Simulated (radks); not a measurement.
All-electron atom: the ytterbium ion Yb+ in [Xe] 4f13 5d1 6p1 (not the ground configuration). Calculated with a radial shooting solver on a logarithmic mesh with Libxc functionals: scalar-relativistic Kohn-Sham, PBE, spin-unpolarised, spherical densities, finite nucleus; Fermi nuclear charge, rms radius 5.3108 fm.

Unscreened Slater integrals over Kohn-Sham orbitals (eV).

integral,value
"F0(6p,6p)",5.6036
"F2(6p,6p)",3.0591
"F0(6p,5d)",6.6862
"F2(6p,5d)",2.4847
"G1(6p,5d)",1.7621
"G3(6p,5d)",1.2600
"F0(6p,4f)",7.3853
"F2(6p,4f)",0.75163
"G2(6p,4f)",0.19642
"G4(6p,4f)",0.17475
"F0(6p,5p)",7.1242
"F2(6p,5p)",1.4742
"G0(6p,5p)",0.27939
"G2(6p,5p)",0.36880
"F0(5d,5d)",10.201
"F2(5d,5d)",5.0715
"F4(5d,5d)",3.2631
"F0(5d,4f)",13.523
"F2(5d,4f)",2.8892
"F4(5d,4f)",1.3515
"G1(5d,4f)",1.3799
"G3(5d,4f)",1.0654
"G5(5d,4f)",0.79791
"F0(5d,5p)",12.464
"F2(5d,5p)",5.5131
"G1(5d,5p)",6.2074
"G3(5d,5p)",3.7746
"F0(4f,4f)",34.577
"F2(4f,4f)",16.179
"F4(4f,4f)",10.103
"F6(4f,4f)",7.2555
"F0(4f,5p)",21.017
"F2(4f,5p)",6.9660
"G2(4f,5p)",3.5839
"G4(4f,5p)",2.7527
"F0(5p,5p)",17.387
"F2(5p,5p)",9.3320

Derived for the open shells (J is the average intra-shell exchange parameter used in DFT+U). 4f: F4/F2 = 0.624, F6/F2 = 0.448, J = (286 F2 + 195 F4 + 250 F6)/6435 = 1.307 eV. 5d: Racah B = F2/49 - 5 F4/441 = 0.06650 eV, C = 35 F4/441 = 0.2590 eV, C/B = 3.89, F4/F2 = 0.643, J = (F2 + F4)/14 = 0.5953 eV. 6p: J = F2/5 = 0.6118 eV.
